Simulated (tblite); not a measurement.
C₆H₃O (doublet state).
Numbering: `[CH:1]#[C:2][c:3]1[c:4][o:5][cH:6][cH:7]1` (hydrogens: H8 on C1; H9 on C6; H10 on C7)

Computed geometry: GFN2-xTB, gas phase. This method treats the open shell by occupation alone, without spin polarisation.

Q: Give the optimised bond lengths and angles.

A: 
```json
{"bond": "C1≡C2", "length (bohr)": "2.271", "order": "triple"}
{"bond": "C2–C3", "length (bohr)": "2.645", "order": "single"}
{"bond": "C3–C4", "length (bohr)": "2.577", "order": "aromatic"}
{"bond": "C4–O5", "length (bohr)": "2.491", "order": "aromatic"}
{"bond": "O5–C6", "length (bohr)": "2.557", "order": "aromatic"}
{"bond": "C6–C7", "length (bohr)": "2.568", "order": "aromatic"}
{"bond": "C3–C7", "length (bohr)": "2.720", "order": "aromatic"}
{"bond": "C1–H8", "length (bohr)": "1.982", "order": "single"}
{"bond": "C6–H9", "length (bohr)": "2.025", "order": "single"}
{"bond": "C7–H10", "length (bohr)": "2.024", "order": "single"}
```

Orders are formal, as drawn. A selection of angles:
```json
{"angle": "C2–C1–H8", "degrees": "179.1"}
{"angle": "C1–C2–C3", "degrees": "177.9"}
{"angle": "C2–C3–C4", "degrees": "130.3"}
{"angle": "C2–C3–C7", "degrees": "126.6"}
{"angle": "C4–C3–C7", "degrees": "103.1"}
{"angle": "C3–C4–O5", "degrees": "113.4"}
{"angle": "C4–O5–C6", "degrees": "106.7"}
{"angle": "O5–C6–C7", "degrees": "110.0"}
{"angle": "O5–C6–H9", "degrees": "117.6"}
{"angle": "C7–C6–H9", "degrees": "132.3"}
{"angle": "C6–C7–H10", "degrees": "128.4"}
{"angle": "C3–C7–C6", "degrees": "106.8"}
{"angle": "C3–C7–H10", "degrees": "124.8"}
```

C4 (carbon bonded to C and O) is bent (angle 113.4°). C7 (carbon bonded to 2 C and H) is planar (angles 128.4°, 124.8° and 106.8°, sum 360.0°, 0.00 Å off the plane of its three neighbours). C6 (carbon bonded to C, O and H) is planar (angles 132.3°, 117.6° and 110.0°, sum 360.0°, 0.00 Å off the plane of its three neighbours). The C–C distances run from 1.202 Å (C1≡C2, drawn triple) to 1.439 Å (C3–C7, aromatic), a spread of 0.237 Å. The 7 heavy atoms lie in one plane (0.000 Å rms). C3 (carbon bonded to 3 C) is planar (angles 130.3°, 126.6° and 103.1°, sum 360.0°, 0.00 Å off the plane of its three neighbours). The 2 C–O bonds span 1.318 Å (C4–O5, aromatic) to 1.353 Å (O5–C6, aromatic), a spread of 0.035 Å.

Point group: Cs (tolerance 0.08 Å). Its GFN2-xTB frequencies are all real (lowest 148 cm⁻¹).

The run took 0.11 s on Arm Neoverse V1, one thread, no GPU, shared host with 32 logical CPUs at a one-minute load of 20. This is the geometry optimisation.
